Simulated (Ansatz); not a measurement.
HBe, doublet, geometry from GFN2-xTB (such geometries of metal compounds can be far from the true shape) (the spin is typed, not shown lowest). Base run: PBE0/6-311G** run with Ansatz (a first-principles code).

Geometry (Å):
```xyz
2

Be     0.0000     0.0000    -0.2624
H      0.0000     0.0000     1.0497
```
Charge 0, spin multiplicity 2.
Orbitals are unrestricted.
All else is at Ansatz's defaults.

The base run was repeated with changes; each row names its change, and settings that it needs were set with it.

```
change                 basis functions     E (Eh)
---------------------  ---------------  ---------
base                                24  -15.22397
basis = pcseg-0                    [?]        [?]
basis = 3-21G                       11  -15.13088
basis = 6-31G                       11  -15.21738
basis = def2-SV(P)                  11        [?]
basis = pcseg-1                     14  -15.21502
basis = def2-SVP                    14  -15.20742
basis = cc-pVDZ                     19  -15.22136
basis = 6-31G**                    [?]        [?]
basis = pc-2                        29  -15.22451
basis = 6-311++G**                  29  -15.22406
basis = aug-cc-pVDZ                [?]        [?]
basis = 6-311+G(2d,p)               33  -15.22433
```

**Question.** What belongs in the gaps?

**Answer.** 
- basis = pcseg-0, basis functions: 8
- basis = pcseg-0, E (Eh): -15.17339
- basis = def2-SV(P), E (Eh): -15.20475
- basis = 6-31G**, basis functions: 20
- basis = 6-31G**, E (Eh): -15.22062
- basis = aug-cc-pVDZ, basis functions: 32
- basis = aug-cc-pVDZ, E (Eh): -15.22244

Totals compare only among sets that treat the same electrons; sets with core potentials leave the core out.
